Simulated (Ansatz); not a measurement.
Reaction: BNH2 (iminoborane, SMILES B=N) + H+ → BNH3+ (SMILES B=[NH2+])
Each species at its own B3LYP-D3(BJ)/def2-TZVP minimum (Ansatz, an electronic-structure program).

Property: proton affinity (electronic), positive where energy is released, in kJ/mol. Open shells are spin-unrestricted; no spin-orbit coupling. CBS(X,Y): correlation extrapolated as X^-3, Hartree-Fock from the larger set (Q,5: extrapolated as (X+1)exp(-9√X)). A bracket is a step between two methods taken in the basis named. The functionals are non-relativistic, so their misses hold any scalar relativity. Double hybrids freeze cores in their MP2 part. 'core' is core correlation in cc-pwCVTZ, 'X2C' scalar relativity in cc-pVTZ-DK, both at CCSD(T).

CCSD(T)/CBS(cc-pVQZ,cc-pV5Z) + [CCSDT(Q) - CCSD(T)]/cc-pVTZ + [CCSDTQ - CCSDT(Q)]/cc-pVDZ + core + X2C (Ansatz) gives 788.3 kJ/mol.

Question: How far off this value is PBE/def2-TZVPD (Ansatz), in which direction, and which of these levels come nearer: PBE0/def2-TZVPD, B2PLYP/def2-TZVPD, CCSD(T)/CBS(cc-pVQZ,cc-pV5Z) + core + X2C?

Answer: PBE gives 784.0 kJ/mol, 4.3 kJ/mol below it. Differences of the others: PBE0/def2-TZVPD (Ansatz) 10.6; B2PLYP/def2-TZVPD (Ansatz) -1.3; CCSD(T)/CBS(cc-pVQZ,cc-pV5Z) + core + X2C (Ansatz) 0.5 kJ/mol. Nearer than PBE: B2PLYP/def2-TZVPD, CCSD(T)/CBS(cc-pVQZ,cc-pV5Z) + core + X2C.
